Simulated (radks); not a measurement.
Effect of the nuclear size on the fluorine ion F2+, [He] 2s2 2p3. All-electron calculation, Dirac Kohn-Sham, exchange-only LDA, spin-unpolarised, spherical densities, finite nucleus; open shells are shared between the two j in proportion to 2j + 1; Fermi nuclear charge, rms radius 2.8976 fm. Program: a radial shooting solver on a logarithmic mesh with Libxc functionals. The rms radius is varied about that value; shifts are against it.

| rms radius (fm) | total energy shift (eV) | density at nucleus (e/bohr^3) | 1s1/2 shift (meV) |
|---|---|---|---|
| 2.5267 | -0.000171 | 463.7 | -0.068 |
| 2.7759 | -0.0000586 | 463.5 | -0.023 |
| 2.8976 | 0 | 463.4 | 0.000 |
| 3.1265 | 0.000117 | 463.2 | 0.046 |
| 3.4366 | 0.000289 | 462.9 | 0.115 |

Slopes of the eigenvalues against <r^2> in GHz/fm^2, as finite differences over the two radii next to the reference (eigenvalue slopes, not the field-shift constants of lines): 1s1/2 8.15.
